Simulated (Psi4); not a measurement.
vinyl chloride (C₂H₃Cl), singlet, geometry from GFN2-xTB. Base run: CCSD(T)/STO-3G run with Psi4 1.11.

The Psi4 input:
```
memory 2 GB

molecule {
0 1
  C    -0.00166171    0.75402237   -0.00088725
  C     1.28837330    1.02145870   -0.01345388
  Cl   -0.62447944   -0.84989830    0.00694605
  H    -0.77301421    1.50855401    0.00553160
  H     2.03491225    0.24685501   -0.01961314
  H     1.63398290    2.03997571   -0.01795455
}

set basis sto-3g

energy('ccsd(t)')
print_variables()
```

The base run was repeated with changes; each row names its change, and settings that it needs were set with it.

```
change                          ΔE vs base (mEh)  MP2 correlation (Eh)  basis functions                outcome
------------------------------  ----------------  --------------------  ---------------  ---------------------
base                                       0.000              -0.12764               22              converged
method = cepa(1)                               -                     -               22  stopped with an error
scf_type = pk; mp2_type = conv             0.000              -0.12764               22              converged
freeze_core = on                           0.838              -0.12668               22              converged
method = lccd                                  -                     -               22  stopped with an error
method = mp3                              13.612              -0.12761               22              converged
method = mp4                                   -                     -               22  stopped with an error
method = mp2                              36.457              -0.12761               22              converged
method = dlpno-mp2                        36.461              -0.12760               22              converged
method = fno-ccsd(t)                           -                     -               22  stopped with an error
```

- method = cepa(1): ended with `Fatal Error: ndocc must be less than nvirt`
- method = lccd: ended with `Fatal Error: ndocc must be less than nvirt`
- method = mp4: ended with `Fatal Error: ndocc must be less than nvirt`
